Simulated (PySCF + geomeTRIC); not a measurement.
Species: C2H4O2, SMILES `C=C(O)O` (O–C–O–H torsion -42°, O–C–O–H torsion -42°) (charge 0, multiplicity 1).

Question: Give a relaxed geometry from B3LYP-D3(BJ)/def2-TZVP run with PySCF + geomeTRIC.

Answer: One answer among several that fit: the end point of this relaxation, one of several conformers (outside a Z-matrix the atoms follow the SMILES, hydrogens last).
Z-matrix (Å, degrees):
```
C
C 1 1.3248
O 1 1.3656 2 122.82
H 3 0.9668 1 108.94 2 137.53
O 1 1.3657 2 122.82 3 -180.00
H 5 0.9668 1 108.95 2 137.51
H 2 1.0779 1 119.98 3 172.71
H 2 1.0779 7 120.04 1 -180.00
```
